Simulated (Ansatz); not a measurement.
# FGeH2Si2−: where a starting geometry ends

The starting geometry of this gas-phase singlet was built from a drawn formula by distance geometry and a force field; its bonds are those of `[F][GeH2][Si]#[Si-]`.

```xyz
6

F    -1.8696   -0.4288    0.8725
Ge   -1.3122    0.2383    2.4149
Si    0.9792    0.1307    2.5193
Si    2.8935    0.0931    2.5869
H    -1.9086   -0.6168    3.5967
H    -1.8111    1.6850    2.5394
```

Task: Where would you expect an optimisation with r2SCAN-D4/def2-SVPD to take it?

Result: A new bond forms, giving a structure given below by its coordinates. Distances that change by over a tenth: Si3–Si4 (1.92 → 2.18 Å). Contacts that close: Ge2–Si4 (4.21 → 2.62 Å).

The energy falls by 0.99 eV over 31 steps:

```
step  E − E(last) (eV)
   1             0.987
   4             0.390
   8             0.357
  11             0.309
  14             0.276
  18             0.275
  21             0.273
  24             0.202
  28             0.001
  31             0.000
```

Final geometry (Å):

```xyz
6

F    -1.9646   -0.7787    1.4681
Ge   -0.8781    0.3196    2.4293
Si    1.2940    0.5843    1.3521
Si    1.4617   -0.5829    3.1882
H    -1.3092   -0.1034    3.8691
H    -1.6326    1.6626    2.2229
```

No frequencies were run, so the end isn't proven a minimum. Run with Ansatz 0.2.0, 96 s on 2 threads of Intel(R) Xeon(R) Platinum 8259CL CPU @ 2.50GHz (Skylake/Cascade Lake) (shared host).
